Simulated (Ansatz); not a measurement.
Basis-set extrapolation for `N[SiH2]O[SiH2]N` (PBE0-D4/def2-TZVP geometry, frozen core, Ansatz). Multiplicity 1, RHF reference.

|  | def2-TZVPP | def2-QZVPP |
| --- | --- | --- |
| HF | -766.567906 | -766.596946 |
| MP2 correlation | -0.911160 | -0.980902 |
| CCSD(T) correlation | -0.990700 | not run |

Energies in hartree. Use E(X) = E(∞) + A·exp(−7.88·√X) for Hartree–Fock and E(X) = E(∞) + B·X^(−2.97) for correlation, with X = 3 and 4, and add CCSD(T) minus MP2 of the smaller set to the MP2 limit.

What is the CCSD(T) energy at the basis-set limit?

HF limit: -766.596946 + (-0.029040) × 0.13774 = -766.60095. MP2 limit: -0.980902 + (-0.069742) × 0.74074 = -1.03256. Higher-order term: -0.990700 − (-0.911160) = -0.07954. Total: -767.71305 hartree, 405.5 kJ/mol below CCSD(T)/def2-TZVPP.
